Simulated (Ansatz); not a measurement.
## Reading a saddle point

A first-order saddle point of Si3H8O, closed shell, PBE0-D4/def2-TZVP, with one imaginary mode of 1519i cm⁻¹:

```tsv
atom	x (Å)	y (Å)	z (Å)
Si1	-1.4313	-0.8179	-0.0042
Si2	0.6561	-1.8456	0.3571
H3	-1.7106	0.4541	-1.0167
O4	-1.1129	1.0555	-0.1353
Si5	0.2979	1.9160	-0.3878
H6	-2.1168	-0.8996	1.3264
H7	1.6111	-1.4737	-0.7243
H8	1.2937	-1.5361	1.6677
H9	0.4254	-3.3162	0.2870
H10	1.2395	1.5604	0.7020
H11	0.8760	1.5420	-1.7028
H12	-0.0282	3.3610	-0.3690
```

Computed with Ansatz 0.2.0 (basis: def2-TZVPP and def2-QZVPP); correlated methods freeze the cores. Extrapolation: Hartree–Fock as exp(−7.88 √X), correlation as X^−2.97.

Task: Which contacts change along the imaginary mode, and what lies on either side? (Judge from chemistry; the calculation decides.)

Result: By the calculation: The step is Si₂H₄ ([SiH][SiH3]) + SiH₄O ([OH][SiH3]) → Si₃H₈O ([SiH3][O][SiH2][SiH3]), with the molecules in contact on both sides. Shortening one way: Si1–H3, Si1–O4; lengthening the same way: H3–O4.
```tsv
pair	one side (Å)	saddle (Å)	other side (Å)
Si1–H3	2.53	1.65	1.49
Si1–O4	2.02	1.90	1.64
H3–O4	0.96	1.22	2.54
```

Task: Which side is lower, and how far does the saddle lie above each? (An estimate is asked for; the value comes from the calculation.)

Result: Computed: The side with Si1–H3, Si1–O4 short is lower by 257.5 kJ/mol; the saddle lies 345.1 kJ/mol above it and 87.6 kJ/mol above the other (CCSD(T) at an estimated basis limit (MP2 extrapolated from triple and quadruple zeta, plus CCSD(T) − MP2 in triple zeta); electronic energies).

The T1 diagnostic stays at or below 0.015. The restricted Hartree–Fock reference is unstable towards an unrestricted one at one or more of these structures.

Losses and insertions of silylenes and their heavier kin drive the gas-phase chemistry of silicon and germanium vapour deposition.

Labels in which every atom is bracketed show which atoms are joined, not bond orders.

For scale, one of the runs: CCSD(T)/def2-TZVPP, 269 basis functions, launched by `ansatz run in.yaml --threads 4 --pin off --events-out ev --progress --plain --max-ram 9574MiB`. The run took 2.2 min on 4 CPU threads of an Arm Neoverse V2 (shared host), with 6.2 GiB of host memory at its peak.
